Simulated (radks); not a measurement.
Values are calculated unless marked as measured or tabulated.
Numerical settings for the rhenium ion Re2+, [Xe] 4f14 5d5. Code: a radial shooting solver on a logarithmic mesh with Libxc functionals. Model: scalar-relativistic Kohn-Sham, PBEsol, spin-polarised, spherical densities, finite nucleus; open shells are filled with parallel spins first (spin-orbit coupling, left out, can overturn this in heavy ions); Fermi nuclear charge, rms radius 5.3698 fm. The defaults (mesh step 0.008 in ln r, mesh end at 40 bohr or more with all orbitals vanishing there, Anderson mixing 0.5 over 9 steps, residual threshold near 1e-9 with the energy settled to 1e-9 hartree or 1e-11 of itself, here a cap of 74 iterations) give E = -16683.813 hartree and 5d at -22.704 eV in 15 iterations. Run on one thread of a shared host, so times are rough (Arm Neoverse N1): 0.36 s of CPU time, 0.36 s wall, 15 iterations on 2254 mesh points. Changes against that run (0 stands for a change within the tolerance of the run):

setting,iterations,converged,E (mhartree),e(5d) (meV),CPU (s)
mesh step in ln r 0.003,16,yes,0,0,0.94
mesh step in ln r 0.08,2,no,diverged,-,0.02
mesh step in ln r 0.005,15,yes,0,0,0.56
mesh end (bohr) 12,15,yes,0,0,0.34
mesh end (bohr) 20,15,yes,0,0,0.35
residual threshold 1e-05,12,yes,0,+0.037,0.31
residual threshold 0.001,11,yes,0,-0.289,0.29
mixing 0.01,25,yes,0,0,0.55
"linear mixing, mixing 0.8",74,no,+2.23e+05,+6.17e+03,3.1
"linear mixing, mixing 0.2",74,no,0,0,1.3
mixing history 20,23,yes,0,0,0.49
iteration cap 8,8,no,+0.00567,+10.2,0.2

No run marked as converged misses the energy by more than 1 mhartree. A mesh that ends early acts as a hard wall.
